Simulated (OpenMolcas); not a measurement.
Ionisation energies of phosphorus

- Program: OpenMolcas
- Basis: ANO-R2 [5s4p3d1f]
- Scalar Hamiltonian: X2C, finite nucleus
- Spin-orbit coupling: RASSI with atomic mean-field integrals over the reference wave functions, term energies averaged over their components

Active shells in each charge state: the valence s, p shells, with orbitals averaged over the low states. Where CASPT2's correlated closed shells are named, they are those of the first ion.

A. CASSCF
B. SS-CASPT2, IPEA 0.25 Eh, imaginary shift 0.1 Eh (closed shells correlated: 2s 2p)
C. SS-CASPT2, IPEA 0 Eh, imaginary shift 0.1 Eh (closed shells correlated: 2s 2p)

Energies in eV between the lowest computed levels (charge -1 gives the electron affinity), named as in B; reference values from the NIST Atomic Spectra Database with their kind.

| From | To | A | B | C | Spin-orbit share in B | Reference |
| --- | --- | --- | --- | --- | --- | --- |
| P- 3s² 3p⁴ ³P₂ | P 3s² 3p³ ⁴S°_3/2 | -0.947 | -0.119 | -0.217 | +0.011 |  |
| P 3s² 3p³ ⁴S°_3/2 | P+ 3s² 3p² ³P₀ | 9.646 | 10.355 | 10.470 | -0.035 | 10.487 (measured) |
| P+ 3s² 3p² ³P₀ | P2+ 3s² 3p ²P°_1/2 | 18.789 | 19.551 | 19.674 | -0.006 | 19.769 (semi-empirical) |
| P2+ 3s² 3p ²P°_1/2 | P3+ 3s² ¹S₀ | 29.050 | 29.924 | 30.048 | +0.041 | 30.203 (measured) |
| P3+ 3s² ¹S₀ | P4+ 3s ²S_1/2 | 51.007 | 51.187 | 51.189 | +0.000 | 51.444 (measured) |
| P4+ 3s ²S_1/2 | P5+ 2p⁶ ¹S₀ | 64.497 | 64.728 | 64.733 | +0.000 | 65.025 (measured) |

Error against the reference values, in %:

```tsv
From	Reference	A	B	C
P	measured	-8.0	-1.3	-0.2
P+	semi-empirical	-5.0	-1.1	-0.5
P2+	measured	-3.8	-0.9	-0.5
P3+	measured	-0.8	-0.5	-0.5
P4+	measured	-0.8	-0.5	-0.4
```

Mean absolute error over the 4 measured values: A 0.74 eV, B 0.24 eV, C 0.18 eV. C lies closest.

No diffuse functions were added, so the electron affinity comes out too small, and without dynamic correlation a bound anion can come out unbound.

° marks odd parity.
